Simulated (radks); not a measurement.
Q: The table gives one normalised radial function P(r) = r R(r) of Te in [Kr] 4d9.5 5s2 5p4 6s0.5 (r in bohr). Calculated with a radial shooting solver on a logarithmic mesh with Libxc functionals: scalar-relativistic Kohn-Sham, BLYP, spin-unpolarised, spherical densities, point nucleus.

| r | P |
|---|---|
| 0.001558 | 0.0000 |
| 0.002518 | 0.0000 |
| 0.00407 | 0.0001 |
| 0.006577 | 0.0005 |
| 0.01063 | 0.0020 |
| 0.01718 | 0.0073 |
| 0.02776 | 0.0253 |
| 0.04486 | 0.0791 |
| 0.0725 | 0.2117 |
| 0.1172 | 0.4417 |
| 0.1878 | 0.6044 |
| 0.3035 | 0.2929 |
| 0.4906 | -0.5792 |
| 0.7928 | -1.1177 |
| 1.281 | -0.7457 |
| 2.07 | -0.2135 |
| 3.346 | -0.0217 |
| 5.407 | -0.0005 |
| 8.739 | 0.0000 |
| 14.12 | 0.0000 |
| 22.82 | 0.0000 |

Which n and l does it have? It may be an empty orbital.

A: n = 4, l = 2: the number of nodes gives n - l - 1 = 1, the rise at small r (about r^(l+1), flatter next to the nucleus through relativity) gives l, and the extent must fit the shell. The curve is that of 4d. 4d: eigenvalue -46.793 eV, 1 radial node at r = 0.364 bohr, <r> = 0.961 bohr, 90 % of the charge inside 1.47 bohr.
